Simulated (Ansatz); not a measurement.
Worked example: MgH(CH3) + GaH(CH3)(NH2) → MgH(NH2) + GaH(CH3)2

Species: MgH(CH3), singlet; GaH(CH3)(NH2), singlet; MgH(NH2), singlet; GaH(CH3)2, singlet. The partners trade CH3 for NH2: Mg–CH3 and Ga–NH2 bonds give way to Mg–NH2 and Ga–CH3.

Shapes, held fixed at every level: PBE0-D4/def2-TZVP. Programs: Ansatz 0.2.0. Electronic energies: no zero-point or thermal term.

At CCSD(T)/def2-TZVPP; 1 Eh = 2625.50 kJ/mol:

| species | energy (Eh) |
| --- | --- |
| MgH(CH3) | -240.223093 |
| GaH(CH3)(NH2) | -2019.799443 |
| MgH(NH2) | -256.289813 |
| GaH(CH3)2 | -2003.735117 |

Q: Work out ΔE of the reaction at this level.

A: 
1. Products less reactants: (-256.289813) + (-2003.735117) − [(-240.223093) + (-2019.799443)] = -0.002394 Eh = -6.3 kJ/mol.

Other levels give -7.9 (wB97M-V/def2-TZVPP) to +0.8 kJ/mol (SPW92/def2-TZVPP). No measured value is set beside it here. Relativity is left out for Ga unless named. Correlated rows may include outer-core shells of Ga, Mg, which these sets cover unevenly.
